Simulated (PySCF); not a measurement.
Compound: C4H3F5O.
Atom-mapped SMILES: `[F:1][CH2:2][O:3]/[C:4]([F:5])=[CH:6]\[C:7]([F:8])([F:9])[F:10]` (hydrogens: H11, H12 on C2; H13 on C6)

The closed-shell SCF was solved with PySCF and density fitting under several settings on one GFN2-xTB geometry (grid level 2 and gas phase unless stated).

```csv
settings,basis functions,SCF cycles,E (Eh),HOMO (eV),LUMO (eV),dipole (D)
PBE0/pcSseg-1,185,14,-727.8573,-7.94,-0.39,3.12
PBE0/def2-SVPD,242,14,-727.4143,-8.03,-0.56,3.03
"B97-D/cc-pVDZ, start guess huckel",155,18,-728.2633,-6.25,-0.94,2.86
"CAM-B3LYP/cc-pVDZ, IEF-PCM chloroform, start guess atom",155,11,-728.4625,-8.85,1.27,3.37
mPW1PW91/pcseg-1,155,14,-728.3118,-8.03,-0.47,3.16
```

Estimate the row for these settings: B97-2/def2-SVP, start guess vsap, energy threshold 1e-11 Eh.

```
                                                   settings  basis functions  SCF cycles     E (Eh)  HOMO (eV)  LUMO (eV)  dipole (D)
B97-2/def2-SVP, start guess vsap, energy threshold 1e-11 Eh              155          13  -727.8592      -7.58      -0.32        3.04
```

Over all rows, what range does the HOMO–LUMO gap span?

From 5.31 eV (B97-D/cc-pVDZ, start guess huckel) to 10.12 eV (CAM-B3LYP/cc-pVDZ, IEF-PCM chloroform, start guess atom). The functional of the narrowest has no exact exchange, that of the widest range-separated exact exchange.

Compare two rows with the functional PBE0: PBE0/pcSseg-1 and PBE0/def2-SVPD. Which energy is lower, and by how much?

PBE0/pcSseg-1 (185 functions) lies 0.4430 Eh or 278 kcal/mol below PBE0/def2-SVPD (242 functions). The smaller set gives the lower energy; the two sets aren't nested, so the variational bound doesn't order them by size.

B97-D ran without the empirical dispersion term, which would shift the total energy alone. Cycle counts include a coarse-grid stage where the run had one. Geometry: GFN2-xTB, one conformer.

The values belong to the conformer `[F:1][CH2:2][O:3]/[C:4]([F:5])=[CH:6]\[C:7]([F:8])([F:9])[F:10]`: F1–C2–O3–C4 71°, C2–O3–C4–F5 14°, C4–C6–C7–F8 169°.
